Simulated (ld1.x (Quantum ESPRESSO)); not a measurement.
**oxygen: one change to a TM semilocal potential, before and after**

```
Element                 : O (Z = 8)
Generator               : ld1.x (Quantum ESPRESSO) 7.5
Type                    : norm-conserving Troullier–Martins (semilocal form)
Functional              : PBE
Relativity              : scalar-relativistic
Frozen core             : [He]
Valence charge          : 6
Reference configuration : 2s1.5 2p4.5
Partial waves           : 2p (bound): rc 1.50 bohr; 2s (bound): rc 0.65 bohr
Local potential         : the s channel
Core correction         : Bessel-smoothed model core inside 0.30 bohr
```

All-electron outer shells of the reference configuration (PBE, scalar-relativistic, ld1.x):

```csv
shell,level (eV),outermost node (bohr),outermost maximum (bohr)
1s,-515.06,–,0.13
2s,-24.20,0.28,0.87
2p,-9.25,–,0.82
```

Change: core correction Bessel-smoothed model core inside 0.76 bohr.

Cutoffs: the cutoffs (Ry, on a coarse ladder) from which the occupation-weighted sum of valence levels, in a spherical-Bessel basis at the reference potential, stays within 10 and 1 mRy of its value at 400 Ry; they do not see the model core or the augmentation charge, which bear on the density cutoff. Errors are all-electron minus pseudo energies relative to the spin-unpolarised reference configuration.

Problem. What does the change do?

Solution. The potential gets neither clearly harder nor softer (140 Ry and 230 Ry → 140 Ry and 230 Ry); of the 7 tests that both files solve, the error grows in 2 and shrinks in 1 by more than 15 % and 0.3 meV (median size 31.2 → 32.5 meV); neither file shows a bound ghost. A semilocal file is local in each channel, so a ghost entry of none says nothing of the separable form that plane-wave codes build from it. A wider model core is smoother and lowers the density cutoff, which this test does not measure.

```csv
quantity,base,changed
"cutoff, loose",140 Ry,140 Ry
"cutoff, tight",230 Ry,230 Ry
bound ghosts,none,none
"error for 2s2 2p4, meV [ΔE -7.47 eV]",+2.1,+2.7
"error for 2s2 2p3, meV [ΔE 8.96 eV]",+31,+32
"error for 2s2 2p2, meV [ΔE 42.55 eV]",+190,+192
"error for 2s2 2p0, meV [ΔE 173.32 eV]",+2454,+2457
"error for 2s2 2p4.3, meV [ΔE -9.59 eV]",-2.6,-2.2
"error for 2s1 2p5, meV [ΔE 7.48 eV]",+2.2,+2.9
"error for 2s1 2p4, meV [ΔE 24.19 eV]",-36,-36
s: phases at 1.65 bohr within 0.05 rad from the reference energy up to (Ry; the scan ends near 5),4.9,4.9
p: phases at 1.65 bohr within 0.05 rad from the reference energy up to (Ry; the scan ends near 5),2.9,2.9
```
